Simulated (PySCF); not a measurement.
## Structure elucidation problem

An unknown has the formula C₄H₉ClO₂Si. Its calculated NMR data are:

¹H NMR (600 MHz, computed): δ 4.88 (s, 3H), 4.37 (s, 1H), 3.74 (q, 2H), 1.43 (t, 3H).

¹³C{¹H} NMR (computed): δ 164.1 (C), 81.0 (CH), 65.3 (CH2), 16.8 (CH3).

Rapidly exchanging positions averaged, non-relativistic Hamiltonian, no solvent, single conformer. Shielding tensors at PBE0/pcSseg-1 (GIAO); GFN2-xTB geometry; PySCF 2.14.0 with density-fitted response routines.

Scale: TMS for ¹H and ¹³C (reference shieldings calculated alike).

What is the structure?

## Answers


- Rings plus π bonds: 1 (no ring in the answer).
- 4 carbon signals for 4 carbons: no two carbons are equivalent.
- Carbon types of the structure: 1 × C, 1 × CH, 1 × CH2, 1 × CH3, leaving 3 H on heteroatoms.
- δC 164.1: alkene carbon bearing oxygen; an sp2 carbon further deshielded by the attached heteroatom.
- δC 81.0: β carbon of an enol-ether or enamine type C=C; the O or N lone pair pushes π density onto this β carbon and shields it.
- δC 65.3: sp3 CH2 bonded to O; the inductive effect lowers its shielding.
- δC 16.8: methyl carbon; aliphatic region, no heteroatom directly attached.
- δH 4.37: hydrogen on a β carbon of an enol-ether or enamine type C=C; lone-pair donation from O or N shields it, upfield of ordinary alkene protons.
- δH 3.74: hydrogen on an sp3 CH2 bonded to O; its carbon carries O, hence the downfield position.
- δH 1.43: hydrogen on a methyl carbon.

Structure: `InChI=1S/C4H9ClO2Si/c1-2-6-4(3-5)7-8/h3H,2H2,1,8H3/b4-3-`.

The shifts were computed for this structure.

Carbons that carry Cl, above all several Cl atoms, come out too deshielded, partly because spin–orbit coupling is missing. Shifts are as computed. Against solution values, carbons near 30 ppm lie about +3 ppm off and those near 130 ppm about +5 ppm; carbons on Cl a further +6 ppm. Of 1211 compounds with measured shifts, 218 miss one by over three times the rms of a fit or turn the order of signals round; such compounds aren't used in these exercises. No couplings were computed; multiplicities are counted from neighbouring protons, with m where these are inequivalent, close in shift, in a saturated or five-membered ring or joined by F or P, and br s for small geminal =CH2 splittings.
